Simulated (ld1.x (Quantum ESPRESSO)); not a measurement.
**An all-electron radial function and its pseudo partner (Zr)**

Columns: radius, all-electron u(r) and pseudo u(r) of the 4d shell (level -2.35 eV) of zirconium in the configuration [Ar] 3d10 4s2 4p6 4d3 5s1 5p0; PBEsol, scalar-relativistic, RRKJ scheme, ld1.x (Quantum ESPRESSO) 7.5.

```json
{"r (bohr)": "0.135", "all-electron": "0.1478", "pseudo": "-0.0026"}
{"r (bohr)": "0.270", "all-electron": "0.2791", "pseudo": "-0.0196"}
{"r (bohr)": "0.405", "all-electron": "0.2163", "pseudo": "-0.0612"}
{"r (bohr)": "0.540", "all-electron": "0.0558", "pseudo": "-0.1302"}
{"r (bohr)": "0.675", "all-electron": "-0.1229", "pseudo": "-0.2219"}
{"r (bohr)": "0.810", "all-electron": "-0.2829", "pseudo": "-0.3253"}
{"r (bohr)": "0.945", "all-electron": "-0.4117", "pseudo": "-0.4274"}
{"r (bohr)": "1.080", "all-electron": "-0.5075", "pseudo": "-0.5160"}
{"r (bohr)": "1.215", "all-electron": "-0.5736", "pseudo": "-0.5831"}
{"r (bohr)": "1.350", "all-electron": "-0.6153", "pseudo": "-0.6261"}
{"r (bohr)": "1.485", "all-electron": "-0.6376", "pseudo": "-0.6470"}
{"r (bohr)": "1.620", "all-electron": "-0.6455", "pseudo": "-0.6513"}
{"r (bohr)": "1.755", "all-electron": "-0.6429", "pseudo": "-0.6450"}
{"r (bohr)": "1.890", "all-electron": "-0.6327", "pseudo": "-0.6329"}
{"r (bohr)": "2.025", "all-electron": "-0.6174", "pseudo": "-0.6174"}
{"r (bohr)": "2.160", "all-electron": "-0.5986", "pseudo": "-0.5986"}
{"r (bohr)": "2.295", "all-electron": "-0.5778", "pseudo": "-0.5778"}
{"r (bohr)": "2.430", "all-electron": "-0.5558", "pseudo": "-0.5558"}
{"r (bohr)": "2.565", "all-electron": "-0.5333", "pseudo": "-0.5333"}
{"r (bohr)": "2.700", "all-electron": "-0.5107", "pseudo": "-0.5107"}
{"r (bohr)": "2.835", "all-electron": "-0.4884", "pseudo": "-0.4884"}
{"r (bohr)": "2.970", "all-electron": "-0.4665", "pseudo": "-0.4665"}
{"r (bohr)": "3.105", "all-electron": "-0.4452", "pseudo": "-0.4452"}
{"r (bohr)": "3.240", "all-electron": "-0.4244", "pseudo": "-0.4244"}
{"r (bohr)": "3.375", "all-electron": "-0.4044", "pseudo": "-0.4044"}
{"r (bohr)": "3.510", "all-electron": "-0.3851", "pseudo": "-0.3851"}
```

Problem. How many radial nodes do the two functions have?

Solution. The all-electron 4d function has n − l − 1 = 1; the pseudo-wave has 0, since the states of the same l below it are removed with the core.

Problem. At about which radius was the pseudo-wave matched?

Solution. 2.00 bohr, where the columns begin to agree (steps of 0.14 bohr).

Problem. Where does each function peak?

Solution. Outermost all-electron maximum near 1.62 bohr, pseudo maximum near 1.62 bohr (to the table’s step).

Problem. Is the pseudo-wave norm-conserving?

Solution. Yes: the RRKJ scheme keeps the norm inside the radius equal to the all-electron one, which fixes the energy derivative of the logarithmic derivative at the level.
